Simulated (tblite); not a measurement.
A tight-binding relaxation on `C[Si](C)([GeH3])C1CCC1`.

Computed with GFN2-xTB geometry optimisation, gas phase (tblite 0.8.0). Start geometry: from a force field or distance geometry. The input is one job of a driver script: a line of settings, then coordinates in Å.

Command:
```bash
OMP_NUM_THREADS=1 python probes_run.py task.json out
```

Input:
```
{"job": {"kind": "relax", "xc": "GFN2-xTB", "basis": "xTB"}, "charge": 0, "multiplicity": 1}
C     -1.821200    -1.180300     1.279000
Si    -0.947600    -0.244400    -0.083700
C     -1.732900    -0.644100    -1.710700
Ge    -1.120900     2.032700     0.320100
C      0.862000    -0.796900    -0.111600
C      1.678100    -0.337600     1.080800
C      2.558800     0.507000     0.159900
C      1.751500     0.048400    -1.034700
H     -1.752800    -2.270900     1.089300
H     -2.900700    -0.874800     1.302400
H     -1.364200    -0.943400     2.255600
H     -1.224900    -0.087900    -2.518700
H     -1.675000    -1.728700    -1.899000
H     -2.804900    -0.339300    -1.688700
H     -0.399800     2.816400    -0.794300
H     -0.472200     2.362200     1.706800
H     -2.617100     2.424400     0.359100
H      0.971400    -1.890500    -0.311300
H      1.123900     0.285600     1.824300
H      2.252100    -1.171600     1.557600
H      3.607700     0.154400     0.134900
H      2.451300     1.596700     0.357400
H      2.349400    -0.575900    -1.722800
H      1.216400     0.878400    -1.544300
```

Output:
```
step      E/eV     max force
  0    -669.71360    1.380
  1    -669.88624    0.755
  2    -669.96575    0.566
  3    -670.02794    0.467
  4    -670.07579    0.384
  5    -670.10531    0.368
  6    -670.12736    0.414
  7    -670.14412    0.360
  8    -670.15627    0.264
  9    -670.16478    0.212
... (58 lines left out)
 68    -670.19832    0.062
 69    -670.19852    0.029
 70    -670.19865    0.022
 71    -670.19881    0.022
 72    -670.19890    0.017
 73    -670.19895    0.015
 74    -670.19899    0.015
 75    -670.19904    0.015
 76    -670.19907    0.011
 77    -670.19910    0.010
```

«max force» is the largest atomic force in eV/Å.

Task: From which step on does the largest force stay under 0.1 eV/Å, and how much energy is left to gain from there?

Result: From step 62 (0.078 eV/Å), 2.9 meV above the end.

In short: energy lowered by 11.2 kcal/mol over 77 steps; largest atomic force 0.010 eV/Å at the end.

On AMD EPYC, one thread, shared host with 64 logical CPUs at a one-minute load of 60, this took 3.2 s wall, 2.8 s CPU.
Labels such as C1 count atoms from 1, the log's own numbers from 0.
